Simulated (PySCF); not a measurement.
Br₂Hf, SMILES [Br][Hf][Br], multiplicity 1.

Geometry optimised at PBE-D3(BJ)/def2-SVP. The multiplicity is an assumed one; other spin states were not compared. The def2 effective core potentials stand for the cores of Hf; spin–orbit coupling is left out.

The numbers are results of PBE/def2-TZVPD (PySCF), not measurements.

| Property | Result |
|---|---|
| total energy | -5195.65040 hartree |
| point group | C2v |
| highest occupied level | -5.03 eV |
| lowest empty level | -4.08 eV |
| orbital gap | 0.95 eV |
| dipole moment | 0.095 e·Å |
| quadrupole, principal values (traceless, Buckingham form, about the centre of nuclear charge) | -3.89, 1.55, 2.33 D·Å |
| mean static polarisability | 112.7 bohr³ (16.70 Å³) |
| polarisability, principal values | 99.3, 100.3, 138.6 bohr³ |
